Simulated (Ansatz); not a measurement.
Ansatz (a program for electronic structure) input:

Ansatz 0.2 input:
```yaml
crystal:
  periodic: [false, false, false]
  atoms:
    - {symbol: Si, position_ang: [0.12238160, -0.03851117, -0.02483464]}
    - {symbol: O, position_ang: [1.53146133, -0.48192189, -0.31077621]}
    - {symbol: F, position_ang: [-0.69871585, -0.24613641, 1.29774620]}
    - {symbol: F, position_ang: [-0.85295447, 0.73441769, -0.98286902]}
basis:
  gaussian:
    orbitals: def2-TZVP
hamiltonian:
  xc: b3lyp
  dispersion: d3bj
phonons: {temperatures: {t_min: 298.15, t_max: 298.15, t_step: 100}}
```

Task: Which total energy does the run end on?

Result: -564.68936 Eh (B3LYP-D3(BJ)/def2-TZVP). The basis has 130 functions.
